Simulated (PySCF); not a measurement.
Sn(H)2(SMe)2, C2H8S2Sn, SMILES C[S][SnH2][S]C, CAM-B3LYP/def2-SVP optimised geometry. Atoms within 1.6 Å of the plane z = 0.0 Å (x, y, z in Å): Sn1 (-0.40, -1.12, 0.00), S2 (-1.31, 1.12, 0.00), H6 (1.31, -1.12, 0.00), H7 (-1.06, -1.90, -1.36).

Method: CAM-B3LYP/def2-TZVP, def2 effective core potentials past Kr (PySCF 2.14.0). The core electrons that the potentials of Sn replace are not part of the density. Cells within 0.4 Å of a nucleus heavier than hydrogen are left out (blank, or x).

Map of the electrostatic potential (hartree/e), clipped to [-0.08, 0.12] on the plane z = 0.0 Å:

```
|1111222222222222222222222222222|
|1111122222222222222222222222222|
|1111122222222211122222222222222|
|1111122233322211122222222222222|
|1111123445543221112222222222222|
|1111134799985322112222222222222|
|0001248999999632112222222222222|
|0001269999999963212222222222222|
|0001399999999994222222222222222|
|000149999xx99995222222222222222|
|00014999xxxx9996322222222222222|
|00004999xxx99997433222222222222|
|0000399999999997543333222222222|
|0000269999999999765433322222222|
|0000149999999999997543332222222|
|0000125999999999999754333222222|
|1111134799999999999976543322222|
|1112235999999999999999864332222|
|1122347999999999999999995332222|
|222335899999xxx9999999997432222|
|222345899999xxx9999999997432222|
|2223458999999xx9999999996432222|
|2223457999999999999999985332222|
|2223346999999999999998654332222|
|2222345799999999999865433322222|
|2222334579999999999754333322222|
|2222223456899999997644333322222|
|2222222334568899876544333332222|
|2222222223445666655443333333222|
|1111112222334445544443333333222|
|1111111122223344444433333333322|
```
Scale: ten equal steps from -0.039 (start of '0') to 0.120 (end of '9'), in the order '0123456789'; x runs from -3.50 to 3.50, y from -3.50 (bottom) to 3.50 (top).
